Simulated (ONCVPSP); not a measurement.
Before and after: ONCV potential for tin (Sn)

```json
{
  "Element": "Sn",
  "Generator": "ONCVPSP 4.0.1",
  "Type": "optimised norm-conserving Vanderbilt (ONCV)",
  "Functional": "LDA (Perdew-Wang 92)",
  "Relativity": "scalar-relativistic",
  "Frozen core": "[Kr]",
  "Valence charge": "14",
  "Reference configuration": "4d10 5s2 5p2",
  "Partial waves": "5s: rc 1.85 bohr, ncon 4, nbas 8, qcut 3.2 1/bohr, 1 projector; 5p: rc 1.85 bohr, ncon 4, nbas 7, qcut 3.8 1/bohr, 2 projectors, debl 3.4 Ha; 4d: rc 1.70 bohr, ncon 5, nbas 10, qcut 8.8 1/bohr, 3 projectors, debl 3.1 Ha",
  "Local potential": "polynomial inside 1.50 bohr (lpopt 5, dvloc0 6 Ha)",
  "Core correction": "Teter function, parameters optimised by the program"
}
```

Change: core correction none.

Cutoffs: the cutoffs (Ha) at which the residual kinetic energy of the hardest occupied pseudo-wave falls to 1 and 0.1 mHa per electron; they do not see the model core or the augmentation charge, which bear on the density cutoff. Errors are all-electron minus pseudo energies relative to the spin-unpolarised reference configuration.

Question: How do hardness, ghosts and transferability respond?

Answer: The potential gets neither clearly harder nor softer (32 Ha and 41 Ha → 32 Ha and 41 Ha); of the 4 tests that both files solve, the error grows in 1 and shrinks in 3 by more than 15 % and 0.3 meV (median size 5.7 → 9.6 meV); neither file shows a bound ghost.

| quantity | base | changed |
| --- | --- | --- |
| cutoff, loose | 32 Ha | 32 Ha |
| cutoff, tight | 41 Ha | 41 Ha |
| bound ghosts | none | none |
| GHOST(+) flags under 300 eV | none | none |
| error for 4d10 5s2 5p1, meV [ΔE 7.09 eV] | -0.9 | -0.6 |
| error for 4d10 5s2 5p0, meV [ΔE 21.35 eV] | -1.7 | +1.2 |
| error for 4d10 5s1 5p0, meV [ΔE 52.80 eV] | -9.7 | +18 |
| error for 4d9 5s2 5p2, meV [ΔE 32.77 eV] | -114 | -69 |
| s: phases at 1.88 bohr within 0.05 rad from the reference energy up to (Ha; the scan ends near 5) | 0.6 | 0.6 |
| p: phases at 1.88 bohr within 0.05 rad from the reference energy up to (Ha; the scan ends near 5) | 4.6 | 4.6 |
| d: phases at 1.73 bohr within 0.05 rad from the reference energy up to (Ha; the scan ends near 5) | to the end of the scan | to the end of the scan |
